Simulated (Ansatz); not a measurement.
`CB(O)F` + H₂O → `CB(O)O` + H–F at 700 K and 1 bar (formal hydrolysis of a B–F bond).

Isolated molecules relaxed with PBE0-D4/def2-TZVP in Ansatz; ΔE leaves out vibrations. CBS: MP2 limit from def2 TZ/QZ plus the TZ coupled-cluster correction, frozen cores. This one scheme is used for every species. One conformer a species, not always the lowest.

| species | CCSD(T)/CBS energy (Eh) | H − E (kJ/mol) | S (J/(mol·K)) |
| --- | --- | --- | --- |
| `CB(O)F` | -240.35473 | 209.9 | 377.9 |
| H₂O | -76.37941 | 80.5 | 218.4 |
| `CB(O)O` | -216.32673 | 247.0 | 396.7 |
| H–F | -100.39570 | 45.2 | 198.5 |

H − E and S are ideal-gas, rigid-rotor, harmonic terms from PBE0-D4/def2-TZVP, for one conformer and one mirror image of each species. 1 Eh = 2625.50 kJ/mol, R = 8.31446 J/(mol·K).

**Question.** By hand: ΔE, ΔH, ΔS and ΔG.

**Answer.** ΔE = (-216.32673) + (-100.39570) − (-240.35473) − (-76.37941) = 0.01171 Eh = 30.7 kJ/mol. Δ(H − E) = 247.0 + 45.2 − 209.9 − 80.5 = 1.8, so ΔH = 32.5 kJ/mol. ΔS = 396.7 + 198.5 − 377.9 − 218.4 = -1.1 J/(mol·K). ΔG = 32.5 − 700 × (-1.1)/1000 = 33.3 kJ/mol.

**Question.** By hand: the equilibrium constant, and the temperature at which ΔG would vanish if ΔH and ΔS stayed fixed.

**Answer.** log₁₀ K = −ΔG/(RT ln 10) = -2.5. ΔH and −TΔS have one sign here, so there is no such temperature.

The number of gas molecules stays the same, so ΔS is small and ΔH decides. A doubt of 5 kJ/mol in ΔE shifts log₁₀ K by 0.4 here. Other conformers and mirror images would add mixing entropy, several J/(mol·K) or more a flexible species. Modes under 60 cm⁻¹, often nearly free rotors, make the harmonic entropy too high. These are equilibria of isolated gas molecules and say nothing of rates. Largest T1 diagnostic: 0.012 (customary marks: 0.02 for closed shells, 0.045 for open ones).

ΔS is within the doubt of such terms, so its sign, and with it that verdict, could turn.
